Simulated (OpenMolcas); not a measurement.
OpenMolcas run: V2+

V2+ with its 6 nearest oxide ions at 2.252 Å, on the Ca site of CaO (a = 4.8105 Å, distance in the model lattice 2.405 Å). The rest of the host is ab initio model potentials to 7.6 Å, with orthogonalisation functions on the cations behind the ligands, and point charges beyond; the distance is set by hand and nothing relaxes. Ligand basis ANO-RCC-VDZP.

Input, with the lattice sites abridged:

```
&GATEWAY
Basis set
V.ANO-RCC-VTZP.
V1 0.0 0.0 0.0 Angstrom
End of basis
Basis set
O.ANO-RCC-VDZP.
L1 2.252000 0.000000 0.000000 Angstrom
L2 0.000000 2.252000 0.000000 Angstrom
L3 0.000000 0.000000 2.252000 Angstrom
End of basis
Basis set
Ca.EMB-AIMP.Pascual.13s7p.1s1p.ECP.CaO.
PseudoCharge
* 3 symmetry-unique lattice sites within 7.6 angstrom
End of basis
Basis set
Ca.EMB-AIMP.Pascual.0s.0s.ECP.CaO.
PseudoCharge
* 24 symmetry-unique lattice sites within 7.6 angstrom
End of basis
Basis set
O.EMB-AIMP.Pascual.0s.0s.ECP.CaO.
PseudoCharge
* 31 symmetry-unique lattice sites within 7.6 angstrom
End of basis
Symmetry
XYZ
AngMom=0.0 0.0 0.0
AMFI
RICD
XField
1037 Angstrom 0
* Evjen-weighted lattice charges
&SEWARD
&RASSCF
FileOrb=start.orb
Symmetry=1
Spin=4
nActEl=3 0 0
Inactive=18 21
Ras2=5 0
CIRoot=10 10 1
SDav=10
CIMx=300
Iter=150 100
PrWF=0.3
OrbListing=Nothing
MaxOrb=1
LevShft=1.0
>>> COPY $Project.JobIph JOB001
&RASSCF
FileOrb=start.orb
Symmetry=1
Spin=2
nActEl=3 0 0
Inactive=18 21
Ras2=5 0
CIRoot=40 40 1
SDav=40
CIMx=300
Iter=150 100
PrWF=0.3
OrbListing=Nothing
MaxOrb=0
LevShft=1.0
>>> COPY $Project.JobIph JOB002
&RASSI
NrOfJobIphs=2 10 40
1 2 3 4 5 6 7 8 9 10
1 2 3 4 5 6 7 8 9 10 11 12 13 14 15 16 17 18 19 20 21 22 23 24 25 26 27
28 29 30 31 32 33 34 35 36 37 38 39 40
IphNames
JOB001
JOB002
EJob
SpinOrbit
DIPRint=1.0
SOCoupling=1000.0
Subsets=2
Property=9
'ANGMOM' 1 'ANGMOM' 2 'ANGMOM' 3 'MLTPL  1' 1 'MLTPL  1' 2 'MLTPL  1' 3
'AMFI' 1 'AMFI' 2 'AMFI' 3
SOProperty=3
'ANGMOM' 1 'ANGMOM' 2 'ANGMOM' 3
```

Launched by
```bash
OMP_NUM_THREADS=1 MOLCAS_MEM=2457 MOLCAS_PROJECT=a pymolcas a.inp > a.log  # once for each step of the input, in one work folder
```

A driver script runs the steps one by one and writes start.orb anew before each from the orbitals found so far.

Output, cut to the results:

```
--- SEWARD ---
Basis set label: V.ANO-RCC...6S5P3D2F1G.

      Electronic valence basis set:
      ------------------
      Associated Effective Charge  23.000000 au
      Associated Actual Charge     23.000000 au
      Nuclear Model: Point charge

      Shell  nPrim  nBasis  Cartesian Spherical Contaminant
         s      21       6        X
         p      15       5        X
         d      10       3                 X
         f       6       2                 X
         g       4       1                 X
                  Relativistic Douglas-Kroll-Hess integrals:
                    - DKH order of Hamiltonian: 2
                    - DKH order of Properties : 0
                  Atomic mean-field integrals
--- RASSCF ---
Wave function specifications:
      -----------------------------

      Number of closed shell electrons          78
      Number of electrons in active shells       3
      Max number of holes in RAS1 space          0
      Max nr of electrons in RAS3 space          0
      Number of inactive orbitals               39
      Number of active orbitals                  5
      Number of secondary orbitals             123
      Spin quantum number                      1.5
      State symmetry                             1
Orbital specifications:
      -----------------------

      Symmetry species                           1   2
                                                ag  au
      Frozen orbitals                            0   0
      Inactive orbitals                         18  21
      Active orbitals                            5   0
      RAS1 orbitals                              0   0
      RAS2 orbitals                              5   0
      RAS3 orbitals                              0   0
      Secondary orbitals                        61  62
      Deleted orbitals                           0   0
      Number of basis functions                 84  83
      Number of CSFs                            10
      Number of root(s) required                10
      Iter CI   SX   CI       RASSCF       Energy    max ROT     max BLB   max BLB  Level Ln srch  Step   QN
          iter iter root      energy       change     param      element    value   shift minimum  type update
 Nr of preliminary CI iterations:   1
      Total energies have been shifted. Add                -1000.00 au
        1   1   12    0  -403.62266884    0.00E+00  -7.12E-02   13  58 1 -5.02E-01*  0.87   0.00    SX    NO
        2   1   13    0  -405.27026864   -1.65E+00* -4.70E-02   13  58 1 -1.50E-01*  0.65   0.00    SX    NO
        3   1   12    0  -405.54568234   -2.75E-01* -1.94E-02   18  76 1 -4.33E-02*  0.72   0.00    SX    NO
        4   1   12    0  -405.57920108   -3.35E-02* -1.09E-02   21  24 2  2.49E-02*  0.73   0.00    SX    NO
        5   1   11    0  -405.58841086   -9.21E-03* -1.21E-02   21  24 2  1.47E-02*  0.74   2.23    LS   YES
        6   1   11    0  -405.59240381   -3.99E-03* -4.91E-03    9  46 2 -5.50E-03*  0.74   1.10    QN   YES
        7   1   10    0  -405.59298566   -5.82E-04* -3.49E-03    6  47 1 -3.28E-03*  0.74   1.72    LS   YES
        8   1   10    0  -405.59311030   -1.25E-04* -8.72E-04    6  34 2 -5.12E-03*  0.74   1.02    QN   YES
        9   1    9    0  -405.59319627   -8.60E-05*  6.52E-04    9  81 2  8.68E-04*  0.74   1.23    QN   YES
       10   1    8    0  -405.59320688   -1.06E-05* -2.99E-04    7  19 1  3.13E-04*  0.74   1.24    QN   YES
       11   1    7    0  -405.59320850   -1.62E-06* -1.24E-04    4  32 2  1.59E-04*  0.74   1.29    QN   YES
       12   1    7    0  -405.59320875   -2.54E-07* -3.31E-05    9  81 2 -4.59E-05   0.74   1.24    QN   YES
       13   1    6    0  -405.59320880   -4.69E-08* -7.50E-06   18  73 1 -1.71E-05   0.74   1.08    QN   YES
       14   1    5    0  -405.59320881   -1.09E-08* -1.67E-06    4  32 2 -6.00E-06   0.74   1.02    QN   YES
       15   1    4    0  -405.59320882   -8.11E-09   9.47E-07    4  22 2  1.60E-06   0.74   1.00    QN   YES
      Convergence after 15 iterations
       16   1    4    0  -405.59320882    1.41E-10   9.47E-07    9  46 2  5.10E-07   0.74   1.00    QN   YES
      Natural orbitals and occupation numbers for root  1
      sym 1:   1.000000   1.000000   0.000000   0.000000   1.000000
      Natural orbitals and occupation numbers for root  2
      sym 1:   0.999997   0.000003   1.000000   0.000003   0.999997
      Natural orbitals and occupation numbers for root  3
...
--- RASSI ---
SPIN-FREE ENERGIES:
  (Shifted by EMIN (a.u.) =      -1405.6745932252)

 SF State       Relative EMIN(au)   Rel lowest level(eV)    D:o, cm**(-1)

     1             0.0000000000        0.0000000000              0.0000
     2             0.0518925728        1.4120688419          11389.1033
     3             0.0518925728        1.4120688419          11389.1033
     4             0.0518925728        1.4120688419          11389.1033
    11             0.0725520779        1.9742426147          15923.3406
    12             0.0725520779        1.9742426147          15923.3406
    13             0.0760653957        2.0698448617          16694.4247
    14             0.0760653957        2.0698448617          16694.4247
    15             0.0760653957        2.0698448617          16694.4247
     5             0.0839249587        2.2837144679          18419.3994
     6             0.0839249587        2.2837144679          18419.3994
     7             0.0839249587        2.2837144679          18419.3994
    16             0.1021625525        2.7799846753          22422.0885
    17             0.1021625525        2.7799846753          22422.0885
    18             0.1021625525        2.7799846753          22422.0885
    19             0.1126856689        3.0663332603          24731.6456
    20             0.1266135587        3.4453304501          27788.4641
    21             0.1266135587        3.4453304501          27788.4641
    22             0.1266135587        3.4453304501          27788.4641
    23             0.1287125395        3.5024466283          28249.1372
    24             0.1287125395        3.5024466283          28249.1372
    25             0.1287125395        3.5024466283          28249.1372
     8             0.1354638195        3.6861583161          29730.8719
     9             0.1354638195        3.6861583161          29730.8719
    10             0.1354638195        3.6861583161          29730.8719
...
```

Spin-orbit levels above the lowest (labels of O, the rotations of Oh):

```
E (cm-1)  Degeneracy  Label  2S+1               g
     0.0           4     Γ8     4                
   11324           2     Γ7     4  2.96 2.96 2.96
   11364           4     Γ8     4                
   11421           4     Γ8     4                
   11433           2     Γ6     4  2.37 2.37 2.37
   15931           4     Γ8     2                
   16658           4     Γ8     2                
   16740           2     Γ6     2  0.58 0.58 0.58
   18332           2     Γ7     4  1.36 1.36 1.36
   18342           4     Γ8     4                
   18500           4     Γ8     4                
   18566           2     Γ6     4  3.94 3.94 3.94
   22404           4     Γ8     2                
   22501           2     Γ7     2  1.59 1.59 1.59
   24745           2     Γ6     2  2.13 2.13 2.13
   27768           2     Γ7     2  0.21 0.21 0.21
   27804           4     Γ8     2                
   28141           2     Γ6     2  0.33 0.33 0.33
   28285           4     Γ8     2                
   29675           2     Γ6     4  3.08 3.08 3.08
```

Without dynamic correlation the repulsion within the d shell is too large (B by tens of per cent), so at a given field states of lower spin stand too high. Ligand-to-metal charge-transfer states are missing. With no ligand orbital active B as a rule stays too high, so bands that hang on it stand too high and its fall with covalency is understated. With metal d orbitals alone and no dynamic correlation 10Dq can be off by a tenth to a fifth, either way, in oxide and fluoride hosts. No measured value stands beside these numbers; the geometry was set by hand and not optimised.

The RASSCF and RASSI steps took 57 s on 1 thread of Arm Neoverse N1, with other jobs on the host; the integral step is not counted.
